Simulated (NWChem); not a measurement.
[F][GeH2][F] (GeH2F2), optimised at PBE0/def2-SVP with NWChem:

| Item | Result |
|---|---|
| highest occupied level (eV) | -9.92 |
| orbital gap (eV) | 10.22 |
| dipole (D) | 2.58 |
| highest harmonic frequency (cm⁻¹) | 2231 |
| zero-point energy (kcal/mol) | 13.0 |

One H atom is replaced by Cl, giving [F][GeH]([F])[Cl] (GeHClF₂), optimised at the same level. How do these values move?


| quantity | new value | change |
|---|---|---|
| highest occupied level (eV) | -9.85 | +0.07 |
| orbital gap (eV) | 9.20 | -1.02 |
| dipole (D) | 2.19 | -0.39 |
| highest harmonic frequency (cm⁻¹) | 2256 | +25 |
| zero-point energy (kcal/mol) | 9.0 | -4.0 |
